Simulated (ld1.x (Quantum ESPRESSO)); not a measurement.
## Ranking TM potentials for Si

All share these settings but for the change named:

* Element: Si
* Generator: ld1.x (Quantum ESPRESSO) 7.5
* Type: norm-conserving Troullier–Martins (Kleinman–Bylander form)
* Functional: PBEsol
* Relativity: non-relativistic
* Frozen core: [Ne]
* Valence charge: 4
* Reference configuration: 3s1.5 3p2.5
* Partial waves: 3s (bound): rc 1.65 bohr; 3p (bound): rc 2.15 bohr; 3d channel at 0.15 Ry: rc 1.60 bohr
* Local potential: the d channel
* Core correction: none

Cutoff: the first of the cutoffs (Ry, on a coarse ladder) from which the occupation-weighted sum of valence levels, in a spherical-Bessel basis at the reference potential, stays within 10 and 1 mRy of its value at 400 Ry; the density cutoff is not measured.

The base gives 15 Ry.

Of 8 variants that were run, those that failed, showed a ghost or another fault, or gave nearly equal values are left out.

A variant can come out equal or close to the base.

Rank these variants from softest to hardest (loose cutoff).
A. all radii scaled by about 1.32 (s 2.18, p 2.84, d 2.12 bohr)
B. all radii scaled by about 1.07 (s 1.76, p 2.30, d 1.70 bohr)
C. all radii scaled by about 1.16 (s 1.92, p 2.50, d 1.86 bohr)

A (10 Ry), C (12 Ry), B (15 Ry).
